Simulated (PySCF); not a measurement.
Zn(Br)(OSiH3) (BrH₃OSiZn), SMILES [SiH3][O][Zn][Br]. Atoms are numbered in the order given.

```xyz
7

Zn     0.1820     0.0868     0.0000
Br    -0.1218    -2.1176     0.0000
O      0.5226     1.8197     0.0000
Si    -0.2721     3.2674     0.0000
H     -1.1451     3.4187     1.2037
H      0.7230     4.3739     0.0000
H     -1.1451     3.4187    -1.2037
```
Charge 0, spin multiplicity 1.

Coordinates come from a TPSSh-D3(BJ)/def2-SVP optimisation. The structure was generated by enumeration; whether it is a known compound was not checked. The values are those of a single conformer.

All values below come from r2SCAN/def2-TZVP run with PySCF.

ESP charges are fitted to the potential on shells at 1.4 to 2.0 van der Waals radii. Atomic charges (e):

```json
[
 {"atom": "Zn1", "ESP fit": "(withheld)", "IAO": "1.37", "Löwdin": "0.14", "Mulliken": "0.56"},
 {"atom": "Br2", "ESP fit": "-0.30", "IAO": "-0.64", "Löwdin": "0.12", "Mulliken": "-0.25"},
 {"atom": "O3", "ESP fit": "(withheld)", "IAO": "-1.13", "Löwdin": "-0.23", "Mulliken": "-0.52"},
 {"atom": "Si4", "ESP fit": "0.30", "IAO": "0.88", "Löwdin": "0.14", "Mulliken": "0.39"},
 {"atom": "H5", "ESP fit": "(withheld)", "IAO": "-0.17", "Löwdin": "-0.05", "Mulliken": "-0.07"},
 {"atom": "H6", "ESP fit": "(withheld)", "IAO": "-0.15", "Löwdin": "-0.05", "Mulliken": "-0.06"},
 {"atom": "H7", "ESP fit": "(withheld)", "IAO": "-0.17", "Löwdin": "-0.05", "Mulliken": "-0.07"}
]
```

Fill in the missing entries. (An estimate is asked for; the answer gives what the named calculation found.)


- Zn1, ESP fit: 0.70
- O3, ESP fit: -0.48
- H5, ESP fit: -0.08
- H6, ESP fit: -0.05
- H7, ESP fit: -0.08
